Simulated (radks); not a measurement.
Task: Ionisation ladder of tungsten, from W44+ to W65+. Each ion is in the ground configuration listed by NIST, and IE = E(next ion) - E(this ion). Method: Dirac Kohn-Sham, BLYP, spin-unpolarised, spherical densities, finite nucleus; open shells fill j = l - 1/2 first; Fermi nuclear charge, rms radius 5.3658 fm; computed with a radial shooting solver on a logarithmic mesh with Libxc functionals.

| species | configuration | IE, Delta-SCF (eV) | <r> HOMO (bohr) |
|---|---|---|---|
| W44+ | [Ar] 3d10 4s2 | 2365.4 | 0.392 |
| W45+ | [Ar] 3d10 4s1 | 2423.1 | 0.390 |
| W46+ | [Ar] 3d10 | 4052.0 | 0.178 |
| W47+ | [Ar] 3d9 | 4180.6 | 0.177 |
| W48+ | [Ar] 3d8 | ? | 0.175 |
| W49+ | [Ar] 3d7 | 4442.0 | 0.174 |
| W50+ | [Ar] 3d6 | ? | 0.173 |
| W51+ | [Ar] 3d5 | ? | 0.171 |
| W52+ | [Ar] 3d4 | 4922.7 | 0.166 |
| W53+ | [Ar] 3d3 | 5062.7 | 0.165 |
| W54+ | [Ar] 3d2 | 5204.0 | 0.164 |
| W55+ | [Ar] 3d1 | 5346.6 | 0.163 |
| W56+ | [Ar] | 5736.6 | 0.188 |
| W57+ | [Ne] 3s2 3p5 | 5860.3 | 0.187 |
| W58+ | [Ne] 3s2 3p4 | 5984.5 | 0.186 |
| W59+ | [Ne] 3s2 3p3 | ? | 0.185 |
| W60+ | [Ne] 3s2 3p2 | 6607.0 | 0.173 |
| W61+ | [Ne] 3s2 3p1 | 6740.1 | 0.172 |
| W62+ | [Ne] 3s2 | 7024.8 | 0.183 |
| W63+ | [Ne] 3s1 | 7144.8 | 0.182 |
| W64+ | [Ne] | 15636.1 | 0.0701 |
| W65+ | [He] 2s2 2p5 | 15971.7 | 0.0697 |

Estimate the withheld Delta-SCF values.

Result: W48+: 4310.6 eV (NIST 4309); W50+: 4574.9 eV (NIST 4578); W51+: 4709.2 eV (NIST 4709); W59+: 6109.0 eV (NIST 6093).

Beside tabulated values, note that spin-unpolarised runs miss the spin-polarisation part of the exchange energy of open shells.
